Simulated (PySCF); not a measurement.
Gas-phase reaction: 3 In(CH3)3 → 3 InH3 + C3H8 + 2 C3H5 (allyl)

Computed with PySCF and rigid-rotor harmonic-oscillator thermochemistry at 1 bar. † marks an energy on the PBE0/def2-TZVP geometry and frequencies; other levels use their own. MP2 and CCSD(T) freeze the core. Open shells (unrestricted): C3H5 (allyl) (multiplicity 2); the rest are closed-shell singlets. In: scalar-relativistic def2 core potential, no spin-orbit coupling. InH3: computed as isolated molecules; such fragments, hydroxides, amides, oligomers or adducts are transient or little studied in the gas. MP2 isn't extrapolated to the basis-set limit. CCSD(T) isn't extrapolated to the basis-set limit. Warning, spin contamination: C3H5 (allyl) (CCSD(T)/def2-SVP†, MP2/def2-SVP†, MP2/def2-TZVPP†).

| level | ΔH°(298 K), kJ |
|---|---|
| CCSD(T)/def2-SVP† | 497 |
| M06-2X/def2-TZVP† | 635 |
| MP2/def2-SVP† | 608 |
| MP2/def2-TZVPP† | 743 |
| PBE/def2-SVP | ___ |
| PBE/def2-TZVP† | ___ |
| PBE0/def2-TZVP | 562 |
| r2SCAN/def2-TZVP† | 542 |
| LDA/def2-TZVP† | ___ |
| ωB97M-V/def2-TZVP† | ___ |
| ωB97X-V/def2-TZVP† | 575 |

Problem. Some entries are withheld; supply them.

Solution. 
- PBE/def2-SVP, ΔH°(298 K), kJ: 515
- PBE/def2-TZVP†, ΔH°(298 K), kJ: 562
- LDA/def2-TZVP†, ΔH°(298 K), kJ: 638
- ωB97M-V/def2-TZVP†, ΔH°(298 K), kJ: 577
